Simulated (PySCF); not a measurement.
C₂H₄Cl₂Si, SMILES Cl/C=C\[SiH2]Cl. Atoms are numbered in the order given.

```xyz
9

Cl    -0.4471     2.5546     0.0000
C      1.0255     1.6440     0.0000
C      1.0392     0.3107     0.0000
Si    -0.5163    -0.7250     0.0000
Cl     0.0686    -2.7146     0.0000
H      1.9154     2.2798     0.0000
H      2.0210    -0.1758     0.0000
H     -1.3312    -0.4812    -1.2213
H     -1.3312    -0.4812     1.2213
```
Charge 0, spin multiplicity 1.

Geometry optimised at PBE0-D3(BJ)/def2-SVP. The structure was generated by enumeration; whether it is a known compound was not checked. The values are those of a single conformer.

These are PBE/pcSseg-1 (PySCF) values and carry that method's errors.

GIAO shieldings, no solvent; atoms alike by connectivity are averaged. δ = σ(ref) − σ: ³⁵Cl against HCl (σ = 936.5 ppm); ¹³C against TMS (σ = 182.0 ppm); ²⁹Si against TMS (σ = 335.4 ppm); ¹H against TMS (σ = 31.49 ppm), references at their B3LYP-D3(BJ)/def2-TZVP geometries, non-relativistic (without spin–orbit terms, shifts of atoms bonded to Cl or Br come out too high).

Computed chemical shifts:
```csv
nucleus,atoms,count,δ (ppm)
³⁵Cl,Cl1,1,297.6
³⁵Cl,Cl5,1,-52.7
¹³C,C2,1,150.6
¹³C,C3,1,133.6
²⁹Si,Si4,1,-21.2
¹H,H6,1,7.01
¹H,H7,1,6.18
¹H,"H8, H9",2,5.96
```
